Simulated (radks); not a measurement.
Neutral magnesium inside a hard spherical wall (all orbitals vanish at R), configuration held at [Ne] 3s2 and not refilled when levels cross. Calculated with a radial shooting solver on a logarithmic mesh with Libxc functionals: scalar-relativistic Kohn-Sham, PBE, spin-polarised, spherical densities, point nucleus. Eigenvalues in eV for spin up, with the zero of energy where the potential of the charges vanishes at infinity; a dash marks a level that is unbound or too diffuse for the functional's potential to be trusted. A positive occupied level is held by the wall or, in an anion where self-interaction has pushed it up, behind a barrier. The pressure on the wall is -dE/dV.

R (bohr)  E (hartree)  kinetic (hartree)    e(1s)    e(2s)    e(2p)   e(3s)  e(3p, empty)  e(4s, empty)  pressure (GPa)
free       -200.27984            200.512  -1259.7  -79.845  -46.614  -4.705        -1.330             -               0
20         -200.27984            200.512  -1259.7  -79.845  -46.614  -4.705        -1.330             -        < 0.0001
12         -200.27978            200.512  -1259.6  -79.838  -46.606  -4.700        -1.294         0.773        0.000982
10         -200.27933            200.517  -1259.6  -79.790  -46.558  -4.668        -1.190         1.710          0.0133
7          -200.26645            200.596  -1258.9  -79.109  -45.879  -4.155        -0.220         6.696           0.681
4          -199.94286            201.696  -1253.0  -73.746  -40.544   2.605         9.122        39.636            56.1
3.5        -199.67543            202.441  -1250.3  -71.410  -38.221   7.238        14.852        57.985             139
2          -195.03678            214.403  -1221.7  -51.482  -17.416  74.010        84.643        259.44            5610
1.5        -185.58202            237.213  -1177.8  -23.273   13.048  187.73        189.08        539.33           35700
